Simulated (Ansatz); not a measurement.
F2MoOS: where a starting geometry ends

The starting geometry of this gas-phase triplet was optimised with GFN2-xTB as a singlet.

```yaml
atoms:
  - { symbol: F, position_ang: [-1.0611, 1.2841, 0.9273] }
  - { symbol: F, position_ang: [-0.0993, -1.3517, -1.3415] }
  - { symbol: Mo, position_ang: [1.2842, 0.9059, -0.5073] }
  - { symbol: O, position_ang: [0.5404, -0.5509, 0.8704] }
  - { symbol: S, position_ang: [-0.6643, -0.2873, 0.0511] }
```

Predict what it relaxes into with PBE0-D4/def2-SVP.

It rearranges, giving a structure given below by its coordinates. Contacts that open: F1–S5 (1.84 → 3.91 Å). Contacts that close: F1–Mo3 (2.78 → 1.86 Å).

The energy falls by 3.39 eV over 25 steps:

```csv
step,E − E(last) (eV)
1,3.391
4,3.022
6,2.981
9,2.400
12,1.368
14,0.552
17,0.016
20,0.001
22,0.000
25,0.000
```

Final geometry (Å):

```xyz
5

F    -0.3967    2.6623    0.8360
F    -0.1296   -1.6235   -1.6359
Mo    0.1870    0.9649    0.3433
O     0.8914   -0.8717    0.5611
S    -0.5520   -1.1319   -0.1045
```

Frequencies at the end are all real (lowest 43 cm⁻¹). Open shells are spin-unrestricted, and the end state is notably spin-contaminated. The triplet needn't be the ground state. Atoms past krypton carry core potentials, without spin–orbit terms. Run with Ansatz 0.2.0, 110 s on 2 threads of AMD EPYC 9B45 (Zen 5), on a shared host.
